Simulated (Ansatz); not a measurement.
`[CH3][Sn][NH2]` + `[NH2][Al]([F])[SH]` → `[CH3][Sn][F]` + `[NH2][Al]([NH2])[SH]`  (redistribution)

Program: Ansatz. Geometries: PBE0-D4/def2-TZVP. ΔE: electronic, gas phase. CCSD(T)/CBS adds triple-zeta CCSD(T) − MP2 to the extrapolated MP2 energy (def2 sets, frozen cores). DFT in def2-TZVPP. def2 core potentials past Kr. For Sn outer-core shells are correlated without core-valence functions, which leaves a few kJ/mol of doubt a bond. One conformer a species, not always the lowest.

| level | ΔE (kJ/mol) |
| --- | --- |
| ωB97M-V | 39.7 |
| PBE0 | 40.7 |

What does CCSD(T)/CBS give? (Estimate.)

Ansatz gave: +44.6 kJ/mol. The listed levels differ from it by -4.9, -3.9 kJ/mol.

What do rigid-rotor, harmonic-oscillator terms from PBE0-D4/def2-TZVP frequencies (298.15 K, 1 bar) make of the CCSD(T)/CBS value? (An estimate is asked.)

The calculation gave: ΔZPE = -3.0 kJ/mol, ΔH = +42.9 kJ/mol, ΔS = 6 J/(mol·K), ΔG = +41.2 kJ/mol. Modes under 50 cm⁻¹ make the entropy rough.

Largest T1 diagnostic among the species: 0.016.

In def2-TZVPP, CCSD(T) changes the Hartree–Fock value by +12.0 kJ/mol (the triples alone add +1.8 kJ/mol) and MP2 by +14.9 kJ/mol. At CCSD(T), def2-SVP lies +11.6 kJ/mol from the extrapolated value and def2-TZVPP +5.9 kJ/mol.
